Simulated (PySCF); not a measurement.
C₆H₆FN.
Bonds: N1–C2, C2–C3 (aromatic), C3–C4 (aromatic), C4–C5 (aromatic), C5–C6 (aromatic), C6–C7 (aromatic), C7–F8, C2–C7 (aromatic). Hydrogens: H9, H10 on N1; H11 on C3; H12 on C4; H13 on C5; H14 on C6.

The same species was optimised twice, with GFN2-xTB and with PBE0-D3(BJ)/def2-SVP (PySCF), and the same property calculations (PySCF, gas phase) were run on both structures.

```
  coordinate  GFN2-xTB  PBE0-D3(BJ)/def2-SVP  change
   C7–F8 (Å)     1.362                 1.344  -0.018
   C3–C4 (Å)     1.382                 1.394  +0.012
   C5–C6 (Å)     1.386                 1.397  +0.011
   C4–C5 (Å)     1.384                 1.393  +0.009
   C2–C3 (Å)     1.395                 1.402  +0.007
   C2–C7 (Å)     1.398                 1.405  +0.007
   C6–C7 (Å)     1.376                 1.382  +0.006
   N1–C2 (Å)     1.374                 1.377  +0.003
N1–C2–C3 (°)     122.1                 123.4    +1.3
N1–C2–C7 (°)     120.9                 119.8    -1.1
C2–C7–F8 (°)     118.0                 117.1    -0.9
C6–C7–F8 (°)     119.3                 120.1    +0.8
C4–C5–C6 (°)     119.6                 119.2    -0.4
C5–C6–C7 (°)     119.1                 119.5    +0.4
C3–C2–C7 (°)     116.9                 116.8    -0.1
C2–C3–C4 (°)     121.0                 121.0     0.0
```

Rotational constants: A = 3305, B = 2246, C = 1338 MHz (GFN2-xTB) against A = 3331, B = 2220, C = 1333 MHz (PBE0-D3(BJ)/def2-SVP).

On the GFN2-xTB structure: HOMO (eV) -6.03 [PBE0/pcSseg-1]; LUMO (eV) -0.09 [PBE0/pcSseg-1]; dipole (D) 1.79 [PBE0/pcSseg-1]; GIAO shielding of N1 (ppm) 202.9 [PBE0/pcSseg-1]; GIAO shielding of C2 (ppm) 46.3 [PBE0/pcSseg-1]; GIAO shielding of C3 (ppm) 68.0 [PBE0/pcSseg-1]; GIAO shielding of C4 (ppm) 56.9 [PBE0/pcSseg-1]; GIAO shielding of C5 (ppm) 65.7 [PBE0/pcSseg-1]; GIAO shielding of C6 (ppm) 65.4 [PBE0/pcSseg-1]; GIAO shielding of C7 (ppm) 27.7 [PBE0/pcSseg-1]; GIAO shielding of F8 (ppm) 324.2 [PBE0/pcSseg-1].

Q: What do these properties become on the PBE0-D3(BJ)/def2-SVP structure?

A: 
| property | level | on GFN2-xTB | on PBE0-D3(BJ)/def2-SVP | change |
| --- | --- | --- | --- | --- |
| HOMO (eV) | PBE0/pcSseg-1 | -6.03 | -6.04 | -0.01 |
| LUMO (eV) | PBE0/pcSseg-1 | -0.09 | -0.12 | -0.03 |
| dipole (D) | PBE0/pcSseg-1 | 1.79 | 1.73 | -0.06 |
| energy, GFN2-xTB geometry as zero (kcal/mol) | PBE0/pcSseg-1 | 0.0 | -0.3 | -0.3 |
| GIAO shielding of N1 (ppm) | PBE0/pcSseg-1 | 202.9 | 201.6 | -1.3 |
| GIAO shielding of C2 (ppm) | PBE0/pcSseg-1 | 46.3 | 44.3 | -2.0 |
| GIAO shielding of C3 (ppm) | PBE0/pcSseg-1 | 68.0 | 66.2 | -1.8 |
| GIAO shielding of C4 (ppm) | PBE0/pcSseg-1 | 56.9 | 54.7 | -2.2 |
| GIAO shielding of C5 (ppm) | PBE0/pcSseg-1 | 65.7 | 63.2 | -2.5 |
| GIAO shielding of C6 (ppm) | PBE0/pcSseg-1 | 65.4 | 64.2 | -1.2 |
| GIAO shielding of C7 (ppm) | PBE0/pcSseg-1 | 27.7 | 27.5 | -0.2 |
| GIAO shielding of F8 (ppm) | PBE0/pcSseg-1 | 324.2 | 324.6 | +0.4 |

The heavy atoms differ by 0.017 Å rms after alignment (one structure mirrored). Among bonds between heavy atoms C7–F8 changes most (-0.018 Å). Changes are differences of the printed values. Neither structure is proved a minimum here.

Shape of the structure used: `[NH2:1][c:2]1[cH:3][cH:4][cH:5][cH:6][c:7]1[F:8]`: H–N1–C2–C3 -163°, H–N1–C2–C3 -25°.
